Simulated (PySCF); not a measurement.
Gas-phase reaction: 2 AsH₃ ⇌ 2 As + 3 H₂

Method: PySCF energies plus ideal-gas RRHO corrections (1 bar). † marks an energy on the PBE0/def2-TZVP geometry and frequencies; other levels use their own. CCSD(T) freezes the core. 6-31G* has spherical d functions here. Open shells (unrestricted): As (multiplicity 4); the rest are closed-shell singlets. B3LYP is the form with VWN-RPA correlation. As: all electrons, no relativistic terms. CCSD(T) isn't extrapolated to the basis-set limit; its ΔH°(298 K) is 383.1 kJ in def2-SVP and 429.0 kJ in def2-TZVPP. The harmonic model lacks anharmonicity and excited electronic states, which grow with temperature; levels with a mode under 35 cm⁻¹ are left out.

ΔH° and ΔS° at 298 K: B3LYP/6-31G* 449 kJ, 294 J/K; BLYP/def2-TZVP† 466 kJ, 294 J/K; CCSD(T)/def2-SVP† 383 kJ, 294 J/K; HF/6-31G* 169 kJ, 294 J/K.

**Question.** With the heat capacities included, give log10 K (1 bar) at 500, 600, 1000, 1400, 2000 K from B3LYP/6-31G*, BLYP/def2-TZVP†, CCSD(T)/def2-SVP†, HF/6-31G*.

**Answer.** 
| T (K) | B3LYP/6-31G* | BLYP/def2-TZVP† | CCSD(T)/def2-SVP† | HF/6-31G* |
|---|---|---|---|---|
| 500 | -31.3 | -33.1 | -24.4 | -1.9 |
| 600 | -23.3 | -24.8 | -17.5 | 1.2 |
| 1000 | -7.2 | -8.1 | -3.7 | 7.6 |
| 1400 | -0.3 | -0.9 | 2.2 | 10.4 |
| 2000 | 4.9 | 4.4 | 6.6 | 12.4 |
